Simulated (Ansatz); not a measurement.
`[BH2][Zn][S][SiH3]` + `CF` → `BF` + `[CH3][Zn][S][SiH3]`  (formal exchange of groups at a B–Zn bond)

Gas-phase electronic energies from Ansatz, PBE0-D4/def2-TZVP geometries. CBS: MP2 limit from def2 TZ/QZ plus the TZ coupled-cluster correction, frozen cores. This one scheme is used for every species. DFT in def2-TZVPP. For Zn outer-core shells are correlated without core-valence functions, which leaves a few kJ/mol of doubt a bond. Scalar relativity is left out up to krypton. Each species was taken in one conformer, which may not be the lowest.

Is it downhill or uphill in electronic energy at CCSD(T)/CBS, and by how much? (An estimate is asked.)

The calculation gave: Downhill: ΔE = -243.4 kJ/mol.

What do these levels give: LDA (SPW92), BHLYP-D4, r2SCAN, RPA@PBE/def2-TZVPP, HF/def2-TZVPP, CCSD/CBS(def2)? (Estimate.)

Ansatz gave: LDA (SPW92) -241.7, BHLYP-D4 -239.8, r2SCAN -239.6, RPA@PBE/def2-TZVPP -237.7, HF/def2-TZVPP -234.2, CCSD/CBS(def2) -241.5 kJ/mol.

Largest T1 diagnostic among the species: 0.014.

At CCSD(T), def2-SVP lies −5.4 kJ/mol from the extrapolated value and def2-TZVPP −1.2 kJ/mol. From BLYP to BHLYP (50 % exact exchange), in def2-TZVPP and without D4, ΔE moves by −5.0 kJ/mol. Leaving LDA and LC-ωPBE aside and taking each functional with its dispersion term where it has one, the values, not all of them listed here, spread over 15.7 kJ/mol, from PBE-QIDH to revPBE-D4. LDA lies −9.2 kJ/mol from PBE without D4.
